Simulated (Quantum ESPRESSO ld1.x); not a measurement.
Species: the barium ion Ba+. Configuration: [Xe] 6s1. All-electron calculation, Dirac Kohn-Sham, PBE, spin-unpolarised, spherical densities, point nucleus. Program: ld1.x of Quantum ESPRESSO 7.5.

Spin-orbit splittings of the eigenvalues, e(l+1/2) - e(l-1/2), with zeta = 2 splitting/(2l+1) and mean radii in bohr:

shell  occ.  splitting (eV)  zeta (eV)  <r> j=l-1/2  <r> j=l+1/2
2p        6           381.7      254.5      0.09193      0.09793
3p        6           73.79      49.19       0.2815       0.2934
3d       10           15.73      6.291       0.2644       0.2681
4p        6           15.38      10.25       0.6969       0.7241
4d       10           2.612      1.045       0.7947       0.8046
5p        6           2.087      1.391        1.856        1.938
